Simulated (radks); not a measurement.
The tantalum anion Ta- inside a hard spherical wall (all orbitals vanish at R), configuration held at [Xe] 4f14 5d4 6s2 and not refilled when levels cross. Method: scalar-relativistic Kohn-Sham, PBEsol, spin-unpolarised, spherical densities, point nucleus; computed with a radial shooting solver on a logarithmic mesh with Libxc functionals. Eigenvalues in eV, with the zero of energy where the potential of the charges vanishes at infinity; a dash marks a level that is unbound or too diffuse for the functional's potential to be trusted. A positive occupied level is held by the wall or, in an anion where self-interaction has pushed it up, behind a barrier. The pressure on the wall is -dE/dV.

R (bohr),E (hartree),kinetic (hartree),e(5p),e(4f),e(6s),e(5d),"e(7s, empty)","e(6p, empty)",pressure (GPa)
20,-15599.9252,17141.588,-33.304,-18.570,-0.492,1.947,-,-,0.00192
15,-15599.9234,17141.583,-32.932,-18.196,-0.223,2.271,2.946,2.531,0.00536
8,-15599.8914,17141.717,-31.217,-16.452,0.983,3.747,9.441,4.681,0.829
6,-15599.7710,17142.204,-28.346,-13.479,3.364,6.245,19.692,8.289,8.50
4,-15598.8775,17145.219,-19.286,-3.627,14.813,15.236,60.746,24.520,169
3.5,-15598.0483,17147.963,-14.534,1.831,23.633,20.777,88.519,36.489,443
3,-15596.2734,17154.000,-7.048,10.606,40.593,30.221,136.79,58.484,1370
1.5,-15530.0192,17363.109,137.17,137.57,429.14,212.84,946.95,490.48,198000
